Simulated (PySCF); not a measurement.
## Os³³⁺ (osmium, charge +33) across methods

[Kr] 4d7, high-spin 4F determinant. Computed with PySCF 2.14 in an uncontracted even-tempered set (18 s from 2.8 bohr⁻², ratio 2.5; 12 p from 3.6 bohr⁻², ratio 2.5; 9 d from 3.6 bohr⁻², ratio 2.5; 4 f from 19 bohr⁻², ratio 2.7; 3 g from 28 bohr⁻², ratio 2.7), with no relativity, point nucleus.

```tsv
method	E (hartree)	mean ε 4p β (eV)	mean ε 4d α (eV)	mean ε 4d β (eV)	Σ⟨r²⟩ (bohr²)	⟨S²⟩
r2SCAN0	-15705.84	-1572.1	-1416.0	-1408.3	3.896	3.750
M06-L	-15705.60	-1564.6	-1409.3	-1401.2	3.890	3.750
LDA	-15696.57	-1560.7	-1406.4	-1399.9	3.896	3.750
PBE0	-15705.36	-1569.9	-1414.4	-1407.4	3.895	3.750
UHF	-15703.55329	-1593.7	-1435.1	-1426.3	3.898	3.751
PBE	-15705.10	-1561.2	-1406.8	-1400.5	3.895	3.750
```

Q: Estimate the same row for r2SCAN.

A: E (hartree) = -15705.74; mean ε 4p β (eV) = -1564.3; mean ε 4d α (eV) = -1409.1; mean ε 4d β (eV) = -1401.7; Σ⟨r²⟩ (bohr²) = 3.896; ⟨S²⟩ = 3.750.

A non-relativistic calculation at this Z misses sizeable relativistic shifts. Spin-orbit coupling is strong in this species (close to jj coupling), so the high-spin LS determinant is a model state, not a physical level.
